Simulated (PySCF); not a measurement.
Isomers of C3H11NSn. Level of theory: TDDFT wB97X-D/def2-SVPD, vertical, gas phase, core orbitals frozen in the response, def2 core potentials past Kr (PySCF). Geometries: PBE0-D3(BJ)/def2-SVP; one conformer of each isolated species. Triplets are in the Tamm–Dancoff approximation. Atoms past krypton carry core potentials; spin–orbit coupling is left out.

A. `CC[NH][SnH2][CH3]` (SnH2Me(NHEt))
B. `CC[N](C)[SnH3]` (Sn(NMeEt)H3)
C. `[CH3][SnH2][N](C)C` (SnH2Me(NMe2))
D. `CC(C)[NH][SnH3]` (SnH3(NHiPr))

Lowest singlet levels (six at most, fewer where fewer were computed) with oscillator strengths:

1. 5.59 eV (f 0.036); 6.04 eV (f 0.017); 6.58 eV (f 0.003); 6.91 eV (f 0.008); 6.99 eV (f 0.039); 7.61 eV (f 0.004); T1 5.07 eV
2. 5.22 eV (f 0.016); 5.73 eV (f 0.018); 6.03 eV (f 0.035); 6.49 eV (f 0.000); 6.54 eV (f 0.008); 7.06 eV (f 0.043); T1 4.82 eV
3. 5.65 eV (f 0.031); 6.18 eV (f 0.008); 6.34 eV (f 0.032); 6.92 eV (f 0.033); 7.32 eV (f 0.027); 7.62 eV (f 0.014); T1 5.15 eV
4. 5.12 eV (f 0.021); 5.57 eV (f 0.026); 6.08 eV (f 0.001); 6.44 eV (f 0.021); 6.66 eV (f 0.017); 7.07 eV (f 0.011); T1 4.66 eV

Task: Which spectrum belongs to which structure?

Result: 1 = D, 2 = C, 3 = A, 4 = B.
- A: S1 at 5.65 eV, HOMO→LUMO+1 (50%), HOMO→LUMO+2 (41%); Löwdin shares by element: HOMO nitrogen 60%, carbon 17% or more, tin 8% (atoms not listed hold the other 16%); LUMO tin 55%, hydrogen 16% or more, carbon 10% or more (atoms not listed hold the other 19%); HOMO -8.19 and LUMO 1.83 eV.
- B: S1 at 5.12 eV, HOMO→LUMO+1 (87%), HOMO→LUMO+7 (8%); Löwdin shares by element: HOMO nitrogen 57%, carbon 23% (atoms not listed hold the other 20%); LUMO tin 54%, hydrogen 33% or more; HOMO -7.79 and LUMO 1.53 eV.
- C: S1 at 5.22 eV, HOMO→LUMO+1 (67%), HOMO→LUMO (13%); Löwdin shares by element: HOMO nitrogen 56%, carbon 19% or more, hydrogen 4% or more (atoms not listed hold the other 20%); LUMO tin 50%, hydrogen 16% or more, carbon 8% or more (atoms not listed hold the other 26%); HOMO -7.66 and LUMO 1.76 eV.
- D: S1 at 5.59 eV, HOMO→LUMO+1 (85%); Löwdin shares by element: HOMO nitrogen 59%, carbon 17% or more, tin 8% (atoms not listed hold the other 17%); LUMO tin 55%, hydrogen 33% or more; HOMO -8.29 and LUMO 1.55 eV.
B and C have S1 within 0.11 eV of each other; their strongest listed levels stand at 5.57 eV (f 0.026) and 7.06 eV (f 0.043).
A and D have S1 within 0.07 eV of each other; their strongest listed levels stand at 6.92 eV (f 0.033) and 6.99 eV (f 0.039).
